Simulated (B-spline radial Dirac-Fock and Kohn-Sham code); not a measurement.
Electron momentum distribution of Kr³⁵⁺: Compton profiles

System: krypton as Kr³⁵⁺, configuration 1s1.

The computed values come from a radial atomic solver: the impulse approximation on Dirac-Fock densities. pz is in atomic units of momentum; subshell profiles are per electron, for a selection of subshells; open shells are spread over both j values by their weights.

```csv
pz,J total,J 1s1/2
7,0.02057,0.0206
10,0.01848,0.0185
15,0.01443,0.0144
20,0.01054,0.0105
30,0.005020,0.00502
40,0.002277,0.00228
60,0.0005152,0.000515
100,5.123e-05,5.12e-05
```

Q: What is the peak value J(0), and which subshell contributes most to it?

A: J(0) = 0.02290. The 1s1/2 subshell gives the largest part, 100 %.

Mean momentum ⟨p⟩ by subshell (a.u.): 1s1/2 32.0.
